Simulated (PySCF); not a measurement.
## Exercise with solution: chemical shift, span and skew from a shielding tensor

C6H8N2, SMILES Nc1ccc(N)cc1. Atoms are numbered in the order given.

```xyz
16

N     -2.8166    -0.0836     0.0000
C     -1.4252    -0.0122     0.0000
C     -0.6953    -0.0063     1.1970
C      0.6953     0.0063     1.1970
C      1.4252     0.0122     0.0000
N      2.8166     0.0836     0.0000
C      0.6953     0.0063    -1.1970
C     -0.6953    -0.0063    -1.1970
H     -3.2565     0.2838    -0.8350
H     -3.2565     0.2838     0.8350
H     -1.2291    -0.0171     2.1518
H      1.2291     0.0171     2.1518
H      3.2565    -0.2838     0.8350
H      3.2565    -0.2838    -0.8350
H      1.2291     0.0171    -2.1518
H     -1.2291    -0.0171    -2.1518
```

Geometry optimised at PBE0-D3(BJ)/def2-SVP. One conformer was computed; it need not be the lowest.

GIAO shieldings from PBE0/pcSseg-1 in PySCF, non-relativistic, no solvent. The symmetric part of the tensor of C3 has the principal values -22.5, 60.1, 160.3 ppm. The same nucleus in TMS has σ = 186.3 ppm at this level (PySCF, at its B3LYP-D3(BJ)/def2-TZVP geometry).

Task: Work out the isotropic shielding, the ¹³C shift against TMS, the span and the skew.

Result: 
σ(iso) = (σ11 + σ22 + σ33)/3 = 66.0 ppm. δ = σ(ref) − σ(iso) = 186.3 − (66.0) = 120.3 ppm.
Span Ω = σ33 − σ11 = 182.8 ppm. Skew κ = 3(σ(iso) − σ22)/Ω = 0.10. Tumbling in solution averages the tensor to δ; in a static solid the shielding alone would spread this spin-1/2 line over Ω.
